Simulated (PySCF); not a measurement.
WOSFCl, SMILES [S]=[W]([F])(=[O])[Cl], multiplicity 1.

Geometry optimised at B3LYP-D3(BJ)/def2-SVP. The spin state was assumed, not searched. The structure was generated by enumeration; whether it is a known compound was not checked. The def2 effective core potentials stand for the cores of W; spin–orbit coupling is left out.

Two levels are set side by side: PBE/def2-TZVP (PySCF) and B3LYP/def2-TZVP (PySCF). Same geometry, gas phase. Differences are taken from unrounded values.

```json
[
 {"quantity": "orbital gap (eV)", "B3LYP": "4.48", "PBE": "2.99", "PBE minus B3LYP": "-1.48"},
 {"quantity": "highest occupied level (eV)", "B3LYP": "-8.07", "PBE": "-7.06", "PBE minus B3LYP": "1.01"},
 {"quantity": "lowest empty level (eV)", "B3LYP": "-3.59", "PBE": "-4.07", "PBE minus B3LYP": "-0.47"},
 {"quantity": "dipole moment (D)", "B3LYP": "1.33", "PBE": "1.28", "PBE minus B3LYP": "-0.05"},
 {"quantity": "mean polarisability (bohr³)", "B3LYP": "71.4", "PBE": "72.8", "PBE minus B3LYP": "1.5"}
]
```

Without exact exchange PBE keeps part of each electron's self-repulsion, which lifts occupied levels and narrows the gap. Differences between two approximate levels are no errors against the true value.

Rough cost on one machine, each run with all the roots and properties that it gave: B3LYP against PBE within a factor of 2.
